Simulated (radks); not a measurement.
Coherent X-ray form factor from a spherical all-electron density. All-electron calculation, scalar-relativistic Kohn-Sham, OLYP, spin-unpolarised, spherical densities, point nucleus. Program: a radial shooting solver on a logarithmic mesh with Libxc functionals.

| sin(theta)/lambda (1/angstrom) | f0 (electrons) |
|---|---|
| 0.05 | 60.364 |
| 0.1 | 58.565 |
| 0.15 | 55.888 |
| 0.2 | 52.695 |
| 0.25 | 49.329 |
| 0.3 | 46.042 |
| 0.4 | 40.200 |
| 0.5 | 35.445 |
| 0.6 | 31.527 |
| 0.8 | 25.360 |
| 1 | 20.987 |
| 1.25 | 17.496 |
| 1.5 | 15.211 |
| 2 | 11.591 |

The species is in the configuration that NIST lists as its ground one. Which atom or ion scatters so?

Answer. The gadolinium ion Gd3+, [Xe] 4f7. Extrapolating in s^2 from the first two rows gives f0(0) = 61.0, near the electron count 61; among species with that count, the fall with angle is slower the higher Z, and the table is that of Z = 64; from so few rows the species is fixed only to a neighbour or two.
